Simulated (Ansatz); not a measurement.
Computed with Ansatz on PBE0-D4/def2-TZVP structures; ΔE is electronic, products minus reactants. CBS: MP2 limit from def2 TZ/QZ plus the TZ coupled-cluster correction, frozen cores. Functionals use def2-TZVPP. B3LYP here is the variant with VWN-RPA as its local correlation; programs differ in this. For Se outer-core shells are correlated without core-valence functions, which leaves a few kJ/mol of doubt a bond. Scalar relativity is left out up to krypton. One conformer a species, not always the lowest.

Reaction (formal exchange of groups at the Se–C bond): `B[Se]CC` + `OC[SiH2]F` → `B[Se][SiH2]F` + `CCCO`

```json
{"level": "PBE-D4", "ΔE (kJ/mol)": "-73.6", "difference from CCSD(T)/CBS": "7.3"}
{"level": "B3LYP-D4", "ΔE (kJ/mol)": "-75.0", "difference from CCSD(T)/CBS": "5.9"}
{"level": "ωB97X-V", "ΔE (kJ/mol)": "-79.7", "difference from CCSD(T)/CBS": "1.2"}
{"level": "ωB97M-V", "ΔE (kJ/mol)": "-78.9", "difference from CCSD(T)/CBS": "2.0"}
{"level": "B2PLYP", "ΔE (kJ/mol)": "-77.8", "difference from CCSD(T)/CBS": "3.1"}
{"level": "PBE", "ΔE (kJ/mol)": "-74.4", "difference from CCSD(T)/CBS": "6.5"}
{"level": "r2SCAN", "ΔE (kJ/mol)": "-78.7", "difference from CCSD(T)/CBS": "2.2"}
{"level": "PBE0", "ΔE (kJ/mol)": "-81.5", "difference from CCSD(T)/CBS": "-0.6"}
{"level": "B3LYP", "ΔE (kJ/mol)": "-76.3", "difference from CCSD(T)/CBS": "4.6"}
{"level": "HF/def2-TZVPP", "ΔE (kJ/mol)": "-92.1", "difference from CCSD(T)/CBS": "-11.2"}
{"level": "SCS-MP2/def2-TZVPP", "ΔE (kJ/mol)": "-78.5", "difference from CCSD(T)/CBS": "2.4"}
{"level": "CCSD/def2-TZVPP", "ΔE (kJ/mol)": "-79.8", "difference from CCSD(T)/CBS": "1.1"}
{"level": "HF/def2-QZVPP", "ΔE (kJ/mol)": "-92.1", "difference from CCSD(T)/CBS": "-11.2"}
{"level": "SCS-MP2/def2-QZVPP", "ΔE (kJ/mol)": "-80.2", "difference from CCSD(T)/CBS": "0.7"}
{"level": "HF/CBS(def2)", "ΔE (kJ/mol)": "-92.1", "difference from CCSD(T)/CBS": "-11.2"}
{"level": "CCSD/CBS(def2)", "ΔE (kJ/mol)": "-83.0", "difference from CCSD(T)/CBS": "-2.1"}
{"level": "CCSD(T)/CBS", "ΔE (kJ/mol)": "-80.9", "difference from CCSD(T)/CBS": "0"}
```

Largest T1 diagnostic among the species: 0.013.

In def2-TZVPP, CCSD(T) changes the Hartree–Fock value by +14.4 kJ/mol (the triples alone add +2.1 kJ/mol) and MP2 by +12.3 kJ/mol. From PBE to PBE0 (25 % exact exchange), in def2-TZVPP and without D4, ΔE moves by −7.1 kJ/mol.
